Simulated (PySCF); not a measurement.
Level of theory: PBE0-D3(BJ)/def2-TZVP in PySCF 2.14.0. Gas-phase values, no solvent. 

Reference species (SMILES): `F[C][SiH3]` (lower triplet) (neutral, multiplicity 3).

```
Property        Value
-------------  ------
dipole moment  0.89 D
```

Changed species: `[C](Cl)F` (excited triplet) (X = chloro, multiplicity 3; the reference has X = silyl, multiplicity 3).

Question: What does the change do to the dipole moment?

Answer: the dipole moment falls by 0.46 D, to 0.43 D.
